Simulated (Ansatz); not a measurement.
The cluster ZnO2H2 (the lowest singlet isomer of a short search). The state is a singlet with charge 0. Geometry PBE-D4/def2-TZVP, basis def2-TZVP, Ansatz.

```xyz
5

Zn   -0.112   -0.053   -0.130
O    -1.306   -0.685    1.028
O     0.959    0.517   -1.432
H    -1.433   -0.094    1.788
H     1.892    0.314   -1.255
```

| run | HOMO (eV) | LUMO (eV) |
| --- | --- | --- |
| A | -8.64 | -0.94 |
| B | -7.70 | -1.39 |
| C | -10.89 | 0.47 |
| D | -7.07 | -1.71 |
| E | -8.39 | -1.15 |
| F | -12.62 | 1.43 |

The structure comes from a short search, and lower isomers may exist.

**Question.** The runs used HF, PBE0, r2SCAN, r2SCAN0, r2SCANh, ωB97M-V. Estimate which is which.

**Answer.** A r2SCAN0 (25 % exact exchange); B r2SCANh (10 % exact exchange); C ωB97M-V (range-separated); D r2SCAN (0 % exact exchange); E PBE0 (25 % exact exchange); F HF (100 % exact exchange). Exact exchange lowers occupied and raises empty levels; among semilocal functionals meta-GGAs tend to open the gap a little, and such runs are hard to tell apart. The gap grows from 5.36 eV (r2SCAN) to 14.05 eV (HF).
